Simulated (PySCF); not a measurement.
B(H)(Br)(vinyl) (C2H4BBr), SMILES C=CBBr.

The structure is a stationary point at B3LYP-D3(BJ)/def2-SVP. This is a generated structure with no PubChem entry under its InChIKey; it may be hypothetical. One conformer was computed; it need not be the lowest.

Two levels are set side by side: TDDFT-PBE/def2-SVPD (PySCF) and TDDFT-CAM-B3LYP/def2-SVPD (PySCF). Vertical, same geometry. The lowest singlet is HOMO→LUMO 100 % with PBE and HOMO→LUMO 96 % with the other functional; states are paired by order. Differences are taken from unrounded values.

```json
[
 {"quantity": "lowest singlet excitation (eV)", "TDDFT-CAM-B3LYP": "4.52", "TDDFT-PBE": "3.55", "TDDFT-PBE minus TDDFT-CAM-B3LYP": "-0.97"},
 {"quantity": "lowest triplet excitation (TDA) (eV)", "TDDFT-CAM-B3LYP": "3.42", "TDDFT-PBE": "3.32", "TDDFT-PBE minus TDDFT-CAM-B3LYP": "-0.10"},
 {"quantity": "first bright state (f over 0.05) (eV)", "TDDFT-CAM-B3LYP": "5.32", "TDDFT-PBE": "4.65", "TDDFT-PBE minus TDDFT-CAM-B3LYP": "-0.67"},
 {"quantity": "its oscillator strength", "TDDFT-CAM-B3LYP": "0.19", "TDDFT-PBE": "0.13", "TDDFT-PBE minus TDDFT-CAM-B3LYP": "-0.06"}
]
```

Functionals without exact exchange tend to place singlet excitations lower, as here. Differences between two approximate levels are no errors against the true value.

Rough cost on one machine, each run with all the roots and properties that it gave: TDDFT-CAM-B3LYP against TDDFT-PBE about 6 times.
